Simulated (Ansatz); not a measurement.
Ansatz (a first-principles code) input (B3LYP/STO-3G):

Ansatz 0.2 input:
```yaml
crystal:
  periodic: [false, false, false]
  atoms:
    - {symbol: C, position_ang: [-2.40749400, 0.60762900, 0.39750900]}
    - {symbol: C, position_ang: [-1.03145700, 0.14057200, -0.02906300]}
    - {symbol: C, position_ang: [0.04911000, 0.43526700, 1.01928000]}
    - {symbol: C, position_ang: [1.42849400, 0.08156500, 0.61439700]}
    - {symbol: Cl, position_ang: [2.19714700, 1.01010200, -0.60745300]}
    - {symbol: Cl, position_ang: [-1.07336600, -1.65078000, -0.36422600]}
    - {symbol: H, position_ang: [-2.39592800, 1.69032600, 0.54590800]}
    - {symbol: H, position_ang: [-3.15174600, 0.37143300, -0.36155300]}
    - {symbol: H, position_ang: [-2.70597700, 0.13323100, 1.33327400]}
    - {symbol: H, position_ang: [-0.74681100, 0.58626000, -0.98012200]}
    - {symbol: H, position_ang: [-0.19886900, -0.10220000, 1.93792100]}
    - {symbol: H, position_ang: [-0.00774600, 1.50769400, 1.23799800]}
    - {symbol: H, position_ang: [1.87088300, -0.88540700, 0.79238900]}
basis:
  gaussian:
    orbitals: STO-3G
hamiltonian:
  xc: {name: B3LYP}
magnetization: {spin_polarized: true, initial_magnetization: 1}
output: {forces: true}
```

Output:

```
Functional definition: B3LYP
integrals: 0.01 GiB planned
578 factors; integrals over basis functions are off by at most 3.9e-5 eV
mean field: 0.31 GiB planned
mean field evaluation 1: about -28980.5572 eV, gradient 1.3e1 eV
mean field evaluation 2: about -28980.3454 eV, gradient 1.6e1 eV
mean field evaluation 4: about -28981.9668 eV, gradient 4.4e-1 eV
mean field evaluation 8: about -28981.9294 eV, gradient 1.5e-2 eV
mean field -28981.92939763 eV, -1065.0662607057 hartree, gradient 8.6e-5 eV, S^2 0.753636; 0 other end points of the search recorded, 0 dependent functions left out
the calculation of the forces begins
reference -28981.92961777 eV, -1065.0662687956 hartree; 33, 32 occupied and 12, 13 virtual orbitals, 578 factors
Total energy: -28981.92961777 eV, -1065.0662687956 hartree
Atom 0 at    -2.407494     0.607629     0.397509 Å, force    -0.829986     0.399920     0.338094 eV/Å
Atom 1 at    -1.031457     0.140572    -0.029063 Å, force     0.137337    -0.142836    -0.479694 eV/Å
Atom 2 at     0.049110     0.435267     1.019280 Å, force    -0.328682     0.420381     0.880526 eV/Å
Atom 3 at     1.428494     0.081565     0.614397 Å, force     0.007853    -0.846934     1.161273 eV/Å
Atom 4 at     2.197147     1.010102    -0.607453 Å, force     1.159092     1.371386    -1.813751 eV/Å
Atom 5 at    -1.073366    -1.650780    -0.364226 Å, force    -0.043226    -1.176181    -0.203762 eV/Å
Atom 6 at    -2.395928     1.690326     0.545908 Å, force    -0.011171     0.375173     0.053324 eV/Å
Atom 7 at    -3.151746     0.371433    -0.361553 Å, force    -0.295871    -0.102950    -0.343411 eV/Å
Atom 8 at    -2.705977     0.133231     1.333274 Å, force    -0.103219    -0.167204     0.345158 eV/Å
Atom 9 at    -0.746811     0.586260    -0.980122 Å, force     0.186494     0.458320    -0.669990 eV/Å
Atom 10 at    -0.198869    -0.102200     1.937921 Å, force    -0.100282    -0.231009     0.428820 eV/Å
Atom 11 at    -0.007746     1.507694     1.237998 Å, force    -0.034019     0.462388     0.120152 eV/Å
Atom 12 at     1.870883    -0.885407     0.792389 Å, force     0.255681    -0.820455     0.183260 eV/Å
Dipole moment:    -0.218464     0.297397     0.319993 e Å
```

The geometry given is a B3LYP-D3(BJ)/def2-TZVP minimum.
